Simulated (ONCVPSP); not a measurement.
Before and after: ONCV potential for lead (Pb)

* Element: Pb
* Generator: ONCVPSP 4.0.1
* Type: optimised norm-conserving Vanderbilt (ONCV)
* Functional: BLYP
* Relativity: fully relativistic
* Frozen core: [Xe] 4f14
* Valence charge: 14
* Reference configuration: 5d10 6s2 6p1.5 (charge +0.5)
* Partial waves: 6s: rc 1.70 bohr, ncon 3, nbas 7, qcut 3.3 1/bohr, 2 projectors, debl 0.4 Ha; 6p: rc 1.95 bohr, ncon 5, nbas 9, qcut 4.3 1/bohr, 3 projectors, debl 1.4 Ha; 5d: rc 1.50 bohr, ncon 4, nbas 8, qcut 11.3 1/bohr, 1 projector
* Local potential: polynomial inside 1.00 bohr (lpopt 5, dvloc0 -1 Ha)
* Core correction: Teter function, fcfact 3.5, rcfact 1.55

Open shells are filled in proportion to 2j + 1.

In the s channel the program set the typed energies aside and used -0.564, 0.250 Ha.

Change: s: rc 2.36.

Cutoffs: the cutoffs (Ha) at which the residual kinetic energy of the hardest occupied pseudo-wave falls to 1 and 0.1 mHa per electron; they do not see the model core or the augmentation charge, which bear on the density cutoff. Errors are all-electron minus pseudo energies relative to the spin-unpolarised reference configuration.

Task: Predict the effect on cutoff, ghosts and configuration errors.

Result: The potential gets neither clearly harder nor softer (59 Ha and 70 Ha → 59 Ha and 70 Ha); both files keep a bound ghost (p, s); the lowest positive-energy flag moves from none to s at 46.8 eV; the errors of the 4 common tests hardly move.

```csv
quantity,base,changed
"cutoff, loose",59 Ha,59 Ha
"cutoff, tight",70 Ha,70 Ha
loose cutoff by channel,"s 8.4 Ha, p 59 Ha, d 26 Ha","s 5.2 Ha, p 59 Ha, d 26 Ha"
bound ghosts,"s, p3/2, p1/2","s, p3/2, p1/2"
GHOST(+) flags under 300 eV,none,s at 46.8 eV
"error for 5d10 6s2 6p2, meV [ΔE -2.52 eV]",-0.2,-0.2
"error for 5d10 6s2 6p1, meV [ΔE 4.14 eV]",-0.4,-0.3
"error for 5d10 6s2 6p0, meV [ΔE 17.79 eV]",-6.3,-5.6
"error for 5d9 6s2 6p3, meV [ΔE 16.46 eV]",-129,-113
p3/2: phases at 1.97 bohr within 0.05 rad from the reference energy up to (Ha; the scan ends near 5),to the end of the scan,to the end of the scan
p1/2: phases at 1.97 bohr within 0.05 rad from the reference energy up to (Ha; the scan ends near 5),to the end of the scan,to the end of the scan
d5/2: phases at 1.53 bohr within 0.05 rad from the reference energy up to (Ha; the scan ends near 5),2.7,2.7
d3/2: phases at 1.53 bohr within 0.05 rad from the reference energy up to (Ha; the scan ends near 5),2.6,2.6
"rms error of d²Exc/dni dnj with the model core, mHa",2.83,2.74
```

 A true bound ghost makes a file unfit for plane-wave use even where its test errors are small: the radial tests pick states by their node count and pass the ghost by.
